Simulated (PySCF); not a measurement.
## Two-dimensional NMR puzzle

Compound of formula C₄H₅B. Correlations simulated from computed shifts and couplings:

HSQC (one-bond C–H):
```tsv
δH	δC	¹J(C,H) (Hz)
6.58	130.0	174
6.41	151.4	173
6.22	151.4	171
```

COSY cross peaks (|J| ≥ 2 Hz):
```tsv
δH	δH	abs. J (Hz)	bonds
6.58	6.49	3.9	5
6.58	6.41	18.8	3
6.58	6.22	12.1	3
6.41	6.22	2.5	2
```

HMBC (two and three bonds, |J| ≥ 2.5 Hz):
```tsv
δH	δC [abs. J in Hz]
6.58	113.3 [4.6]
6.49	153.3 [4.3], 113.3 [3.2]
6.41	153.3 [10.1], 130.0 [3.3]
6.22	153.3 [16.6]
```

Carbons without hydrogens: δ 153.3, 113.3.

[PySCF 2.14: J: B3LYP/pcJ-1 (spin–dipole term only in couplings to heteroatoms); shieldings: GIAO B3LYP/pcSseg-2; PBE0-D3(BJ)/def2-SVP geometry; relativity neglected; one averaged value for each set of equivalent atoms; single conformer; in vacuum]

Shifts are taken against calculated references (same method and geometry level): ¹H and ¹³C vs TMS.

Exchangeable hydrogens are left out of these lists, and C,H couplings along chains are those of one rotamer, so weak HMBC peaks may be missing or extra.

Question: Work out the connectivity.

Answer: SMILES BC#CC=C.

Structure with atom numbers: `[BH2:1][C:2]#[C:3][CH:4]=[CH2:5]`. Each H is labelled by its parent atom. Ha(C5) is cis to C3; Hb(C5) is trans to C3.

δC 153.3 is C3, an alkyne carbon. δC 151.4 is C5, a terminal =CH2 carbon (δH 6.41, 6.22). δC 130.0 is C4, an alkene CH (δH 6.58). δC 113.3 is C2, an alkyne carbon. HMBC from δH 6.58 reaches the proton-free carbon C2. HMBC from δH 6.49 reaches the proton-free carbons C3, C2. HMBC from δH 6.41 reaches the proton-free carbon C3. HMBC from δH 6.22 reaches the proton-free carbon C3. COSY links 6.58–6.49, 6.58–6.41, 6.58–6.22, 6.41–6.22.

Hydrogens on boron are broadened and split by ¹¹B (spin 3/2, 80 %) and 10B (spin 3). A carbon bonded to boron is broadened by the quadrupolar boron nucleus and is often missing from a measured spectrum. Unscaled 3J(H,H) at this level run about 10 % above measured values. Shifts are as computed. Against solution values, carbons near 30 ppm lie about +3 ppm off and those near 130 ppm about +8 ppm. Of 1211 compounds with measured shifts, 218 miss one by over three times the rms of a fit or turn the order of signals round; such compounds aren't used in these exercises.
